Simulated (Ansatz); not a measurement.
`CS[SiH](F)Cl`, relaxed with RKS PBE0-D4/def2-TZVP in the Gaussian-basis code of Ansatz from a PBE-D4/def2-SVP geometry. The force threshold is 0.005 eV/Å; the program also tests the step.

Charge 0, multiplicity 1.

Start:

```xyz
9

C     0.541    0.029   -1.446
S     0.785    1.135    0.008
Si   -0.379    0.099    1.449
F     0.255   -1.370    1.785
Cl   -2.292   -0.282    0.744
H     1.088    0.498   -2.286
H     0.961   -0.976   -1.252
H    -0.533   -0.048   -1.699
H    -0.427    0.915    2.697
```

```tsv
step	energy (eV)	largest force (eV/Å)	largest move (Å)
1	-35046.5346	1.120	0.000
2	-35046.5932	0.649	0.034
3	-35046.6048	0.188	0.029
4	-35046.6067	0.042	0.019
5	-35046.6068	0.018	0.005
6	-35046.6069	0.008	0.002
7	-35046.6069	0.002	0.003
```

End:

```xyz
9

C     0.541    0.026   -1.437
S     0.767    1.113    0.004
Si   -0.377    0.094    1.433
F     0.235   -1.338    1.764
Cl   -2.275   -0.277    0.772
H     1.081    0.497   -2.258
H     0.961   -0.960   -1.250
H    -0.513   -0.052   -1.697
H    -0.420    0.897    2.667
```

Hardware: 4 threads of an Arm Neoverse V1 on a shared host. Wall time 29 s, peak host memory 0.57 GiB.
